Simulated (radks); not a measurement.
Species: the cadmium ion Cd18+. Configuration: [Ar] 3d10 4s2. Calculated with a radial shooting solver on a logarithmic mesh with Libxc functionals: scalar-relativistic Kohn-Sham, PBE, spin-polarised, spherical densities, finite nucleus; Fermi nuclear charge, rms radius 4.6087 fm.

Unscreened Slater integrals over Kohn-Sham orbitals (eV). They are taken over the spin-up orbitals. Empty in this configuration: 4p.

F0(4s,4s): 31.860
F0(4s,3d): 40.100
G2(4s,3d): 3.7369
F0(4s,3p): 39.637
G1(4s,3p): 3.8016
F0(4s,3s): 39.571
G0(4s,3s): 2.8568
F0(4s,4p): 31.309
G1(4s,4p): 21.364
F0(3d,3d): 75.588
F2(3d,3d): 37.901
F4(3d,3d): 24.234
F0(3d,3p): 71.833
F2(3d,3p): 34.781
G1(3d,3p): 39.627
G3(3d,3p): 25.587
F0(3d,3s): 71.452
G2(3d,3s): 30.100
F0(3d,4p): 39.162
F2(3d,4p): 10.809
G1(3d,4p): 3.5979
G3(3d,4p): 3.5756
F0(3p,3p): 69.602
F2(3p,3p): 35.108
F0(3p,3s): 69.231
G1(3p,3s): 45.527
F0(3p,4p): 38.709
F2(3p,4p): 11.378
G0(3p,4p): 3.0610
G2(3p,4p): 3.7092
F0(3s,3s): 68.985
F0(3s,4p): 38.612
G1(3s,4p): 3.2764
F0(4p,4p): 30.801
F2(4p,4p): 16.244
